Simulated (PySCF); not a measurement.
Radial density of Sn (tin, neutral)

B97-3, [Kr] 4d10 5s1 5p3, high-spin 5S determinant (an excited configuration). Computed with PySCF 2.14 in dyall-av2z, with no relativity, point nucleus.

```tsv
r (bohr)	4πr²ρ (e/bohr)	4πr²(ρα − ρβ)
0.000539	0.3042	0.0001
0.000907	0.8296	0.0001
0.00152	2.206	0.0004
0.00256	5.626	0.0010
0.00431	13.37	0.0023
0.00726	28.21	0.0049
0.0122	48.95	0.0084
0.0205	62.50	0.0111
0.0345	56.68	0.0176
0.0581	62.40	0.0442
0.0977	81.01	0.0320
0.164	58.29	-0.0024
0.276	66.89	0.1107
0.465	26.94	0.0386
0.782	23.67	0.1902
1.32	9.661	0.2369
2.21	2.334	1.6751
3.72	0.8132	0.8056
6.26	0.07338	0.0733
10.5	2.944e-05	0.0000
```

A non-relativistic calculation at this Z misses sizeable relativistic shifts.

**Question.** Where is the radial spin density 4πr²(ρα − ρβ) most negative, and why is it negative at all?

**Answer.** Around r = 0.164 bohr, down to -0.0024 e/bohr: exchange with the open shell polarises the paired shells in an unrestricted calculation.
